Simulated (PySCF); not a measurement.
CdH3NO, SMILES [NH2][Cd][OH].

Coordinates come from a PBE0-D3(BJ)/def2-TZVP optimisation. The def2 effective core potentials stand for the cores of Cd; spin–orbit coupling is left out. Other conformers were not sampled.

These are PySCF with IEF-PCM-M06-2X/def2-SVP values and carry that method's errors.

The values are the electrostatic part of the solvation free energy, E(continuum) − E(gas) at the gas-phase geometry, in a cavity of scaled van der Waals radii (PySCF's table); cavitation and dispersion terms are not included. A continuum can't describe solvent molecules that bind to the metal. In vacuum the orbital gap is 8.14 eV. The dipole moment in vacuum is 1.08 D.

**Question.** Estimate the values in water (ε = 78.36), dimethylsulfoxide (ε = 46.83), acetone (ε = 20.49). (The exact figures need the calculation; the answer reports its results.)

**Answer.** 
```json
[
 {"solvent": "water", "ε": "78.36", "ΔG(elec) (kcal/mol)": "-16.4", "dipole (D)": "1.11", "gap (eV)": "8.45"},
 {"solvent": "dimethylsulfoxide", "ε": "46.83", "ΔG(elec) (kcal/mol)": "-16.2", "dipole (D)": "1.11", "gap (eV)": "8.44"},
 {"solvent": "acetone", "ε": "20.49", "ΔG(elec) (kcal/mol)": "-15.5", "dipole (D)": "1.11", "gap (eV)": "8.43"}
]
```
